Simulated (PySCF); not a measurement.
B3LYP has the VWN-RPA correlation part, as in Gaussian. Excitations are Tamm–Dancoff values on a coarser integration grid. The basis has no diffuse functions, so Rydberg states are missing or too high.

Cartesian coordinates (Å):
SMILES: OCO
```xyz
7

O     -1.1190    -0.2657     0.4247
C      0.0083     0.4097    -0.0757
O      1.1046    -0.4436    -0.2936
H     -1.3938    -0.9211    -0.2283
H     -0.1888     0.8729    -1.0457
H      0.2306     1.1807     0.6662
H      1.3582    -0.8328     0.5524
```
Charge 0, multiplicity 1.

Q: What T1 excitation (TDA), LUMO and HOMO–LUMO gap does PySCF 2.14.0 with B3LYP-D3(BJ)/def2-TZVP give?

A: 
| Quantity | Value |
|---|---|
| T1 excitation (TDA) | 7.10 eV |
| LUMO | 0.68 eV |
| HOMO–LUMO gap | 8.73 eV |
